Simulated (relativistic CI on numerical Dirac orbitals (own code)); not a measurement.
**Sensitivity of the levels of As8+ to α and to the nuclear radius**

These numbers are calculated, not measured: Dirac-Coulomb-Breit CI, KLI orbitals optimised for each configuration, derivatives by finite differences, unscaled Slater integrals, QED left out (own radial code, finite nucleus).

CI space (outside the closed core [Ne]): 3s2 3p6 3d7, 3s2 3p5 3d8, 3s2 3p6 3d6 4s, 3s2 3p4 3d9, 3s 3p6 3d8, 3s2 3p6 3d6 4p, 3s2 3p6 3d5 4s2, 3s2 3p6 3d6 4d. Levels of other configurations are missing.

With x = (α/α₀)² − 1 an excitation energy changes as ω = ω₀ + qx; K = 2q/ω₀ is the relative enhancement. Terms are leading LS components, so labels can repeat. The field-shift factor is F = δν/δ⟨r²⟩ for the transition from the lowest level.

Lowest level 3s2 3p6 3d7 4F_9/2.

```csv
Level,ω₀ (cm⁻¹),q (cm⁻¹),K,F (GHz/fm²)
3s2 3p6 3d7 4F_7/2,4302,4543,2.11,0.0224
3s2 3p6 3d7 4F_5/2,7146,7066,1.98,0.0353
3s2 3p6 3d7 4F_3/2,8990,8555,1.9,0.0431
3s2 3p6 3d7 4P_3/2,32358,208,0.0129,0.0273
3s2 3p6 3d7 4P_5/2,33035,2773,0.168,0.0498
3s2 3p6 3d7 2G_9/2,35268,2177,0.123,0.0454
3s2 3p6 3d7 4P_1/2,35548,4741,0.267,0.0554
3s2 3p6 3d7 2G_7/2,39276,6389,0.325,0.0655
3s2 3p6 3d7 2P_3/2,41752,5643,0.27,0.0474
3s2 3p6 3d7 2P_1/2,45077,8748,0.388,0.0505
3s2 3p6 3d7 2D_5/2,46728,4316,0.185,0.0613
3s2 3p6 3d7 2H_11/2,49190,3012,0.122,0.0773
3s2 3p6 3d7 2H_9/2,53125,7642,0.288,0.0989
3s2 3p6 3d7 2D_3/2,53665,12370,0.461,0.0933
3s2 3p6 3d7 2F_5/2,77542,3335,0.086,0.0955
3s2 3p6 3d7 2F_7/2,79255,5483,0.138,0.106
3s2 3p6 3d7 2D_3/2,117279,3738,0.0638,0.174
3s2 3p6 3d7 2D_5/2,119702,6479,0.108,0.185
3s2 3p6 3d6 4s 6D_9/2,611460,-20170,-0.066,11
3s2 3p6 3d6 4s 6D_7/2,614165,-17370,-0.0566,11
3s2 3p6 3d6 4s 6D_5/2,616029,-15660,-0.0508,11.1
3s2 3p6 3d6 4s 6D_3/2,617288,-14530,-0.0471,11.1
3s2 3p6 3d6 4s 6D_1/2,618024,-13870,-0.0449,11.1
```

At this charge configurations can still be misplaced by up to about 7 % of their energy. Terms inside the open d or f shell come out 10 to 20 % too wide with unscaled integrals.
